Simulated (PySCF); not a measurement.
Compound: heptacarbon, C₇ (singlet state).
SMILES: `[C]=C=C=C=C=C=[C]`

Level of theory: MP2 and CCSD/aug-cc-pVDZ in PySCF, restricted Hartree–Fock reference, frozen core, non-relativistic, gas phase, PBE0-D3(BJ)/def2-SVP geometry.

E(HF) = -264.70024 Eh.

Question: How large is the problem?

Answer: 161 basis functions and 42 electrons; 7 orbitals frozen, which leaves o = 14 correlated occupied and v = 140 virtual orbitals. That is o·v = 1960 singles and o·v(o·v + 1)/2 = 1921780 distinct closed-shell doubles amplitudes before symmetry; the costliest CCSD step grows as o²v⁴ = 7.5 × 10^10.

Question: What are the MP2 and CCSD correlation energies?

Answer: MP2 -0.8779 Eh and CCSD -0.8672 Eh, which gives totals of -265.57811 and -265.56742 Eh. That is 0.843 eV for each correlated electron at CCSD (2277 kJ/mol in all, 0.327 % of the total energy); MP2 gives 101.2 % of the CCSD value.

Question: What is the T1 diagnostic?

Answer: 0.0247, above the customary warning level of 0.02 for a single-reference treatment. It is the norm of the spatial-orbital singles amplitudes over the root of the number of correlated electrons, so the norm is 0.131.

No triples correction and no basis-set extrapolation were made.

The job also held the EOM ionisation roots. Time: 5.3 min wall; peak memory 2.9 GiB. Hardware: Intel Xeon Platinum 8375C at 2.90 GHz, one thread, on a shared host.
